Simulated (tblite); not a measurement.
H5OSi2, doublet, at a GFN2-xTB geometry; GFN1-xTB (tblite).

The tblite input:
```
$ tblite run mol.xyz --method gfn1 --charge 0 --spin 1 --efield 0,0,0.1 --json tblite.json --no-restart

# file mol.xyz
8

Si     1.54379394    -0.43422342     0.39501136
O     -0.03710541    -0.09917460     0.23599515
Si    -1.43565834     0.41521007    -0.39304454
H      1.90743865    -1.40401670    -0.62842337
H      2.27646043     0.82369731     0.36453240
H     -1.24322432     1.78997057    -0.85374532
H     -1.76684789    -0.47438927    -1.50486579
H     -2.39088219     0.32432197     0.70700531
```

Task: Predict the main parts of the log of this tblite run.

Result: 
```
xTB calculator
 | screened Coulomb repulsion
 | Coulomb electrostatics
 |  * isotropic Klopman-Ohno-Mataga-Nishimoto electrostatics
 |  * onsite third-order electrostatics
 | DFT-D3(BJ) dispersion correction
 | Interactions (1)
 | [1] electric field

halogen bonding energy    0.0000000000000E+00 Eh
repulsion energy          8.0567367633273E-02 Eh
dispersion energy        -2.2804945176896E-03 Eh
interaction energy        0.0000000000000E+00 Eh
number of electrons       1.9000000000000E+01 e
integral cutoff           2.8146159136829E+01 bohr

------------------------------------------------------------
  cycle        total energy    energy error   density error
------------------------------------------------------------
      1     -11.06585841512  -1.1144145E+01   3.3253961E-01
      2     -11.18155463391  -1.1569622E-01   1.5281343E-01
      3     -11.18207478557  -5.2015166E-04   7.3282909E-02
      4     -11.18207354451   1.2410602E-06   6.2506320E-03
      5     -11.18209232982  -1.8785307E-05   1.0351839E-03
      6     -11.18209317663  -8.4681330E-07   4.9268635E-04
      7     -11.18209398294  -8.0630500E-07   3.2118461E-05
      8     -11.18209398357  -6.3402261E-10   1.0154569E-05
------------------------------------------------------------

electronic energy        -1.1260380856687E+01 Eh
total energy             -1.1182093983572E+01 Eh

Post processing:
 | Mayer-Wiberg bond orders

[Info] JSON dump of results written to 'tblite.json'
```
